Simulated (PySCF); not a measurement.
SMILES CO[SiH2]C, PBE0/def2-SVP optimised geometry.

```
12

Si     0.14     0.26     0.00
C     -0.54     1.99     0.00
O     -0.43    -0.50    -1.38
C     -0.14    -1.82    -1.72
H      1.64     0.26     0.00
H     -0.32    -0.50     1.22
H     -0.19     2.54     0.89
H     -0.20     2.54    -0.89
H     -1.64     1.99     0.01
H      0.94    -1.99    -1.86
H     -0.64    -2.05    -2.68
H     -0.51    -2.54    -0.97
```

Density from PBE0/def2-TZVP run with PySCF at that geometry.

Minimum of the electron density along straight lines between bonded atoms, close to the bond critical point (lines longer than 1.1 times the sum of covalent radii, or with two minima, are not listed):

```csv
bond,length / Å,ρ at the minimum / e bohr⁻³,∇²ρ there / e bohr⁻⁵,position (fraction from the first atom)
Si1–C2,1.863,0.125,___,0.39
Si1–O3,1.668,0.131,0.75,0.41
O3–C4,1.398,0.264,-0.51,0.65
Si1–H5,1.500,0.119,0.14,0.49
Si1–H6,1.500,0.119,0.14,0.49
C2–H7,1.101,0.265,-0.86,0.64
C2–H8,1.100,0.267,-0.87,0.64
C2–H9,1.100,0.267,-0.87,0.64
C4–H10,1.107,0.275,-0.94,0.65
C4–H11,1.101,0.279,-0.97,0.65
C4–H12,1.107,0.275,-0.94,0.65
```

### Question
Fill in the missing entries.

### Answer

- Si1–C2, ∇²ρ there / e bohr⁻⁵: 0.18
